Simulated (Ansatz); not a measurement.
CH₃NO₄Zr, SMILES `O=C=[N][Zr]([OH])([OH])[OH]`, relaxed with RKS PBE0-D4/def2-TZVP in the Gaussian-basis code of Ansatz from a GFN2-xTB geometry. The force threshold is 0.005 eV/Å; the program also tests the step.

The species carries charge 0 and has multiplicity 1. Zr: def2 effective core potential.

Start:

```xyz
10

O     0.273    0.608    4.025
C     0.190    0.480    2.870
N     0.106    0.357    1.690
Zr   -0.027   -0.021   -0.329
O    -1.785   -0.073   -1.006
O     0.856    1.229   -1.429
O     0.705   -1.677   -0.850
H    -2.072    0.503   -1.728
H     1.591    0.971   -2.003
H     0.163   -2.377   -1.240
```

**Question.** By how much does the energy fall, and how many steps does the optimiser take? (Best estimate.)

**Answer.** Computed: 9.95 kcal/mol, in 12 steps, 2 of them rejected.

**Question.** Which bonds change most? (Best estimate.)

**Answer.** Computed: Zr4–O7 from 1.884 to 1.916 Å; Zr4–O6 from 1.884 to 1.916 Å; Zr4–O5 from 1.885 to 1.916 Å; O6–H9 from 0.968 to 0.952 Å.

**Question.** Give the relaxed structure. (Best estimate.)

**Answer.** Ansatz gave: 
```xyz
10

O     0.247    0.677    3.888
C     0.173    0.479    2.738
N     0.098    0.275    1.560
Zr   -0.030   -0.082   -0.472
O    -1.833    0.232   -1.039
O     1.167    1.106   -1.381
O     0.462   -1.903   -0.808
H    -2.627    0.525   -1.474
H     1.838    1.502   -1.928
H     0.505   -2.813   -1.084
```
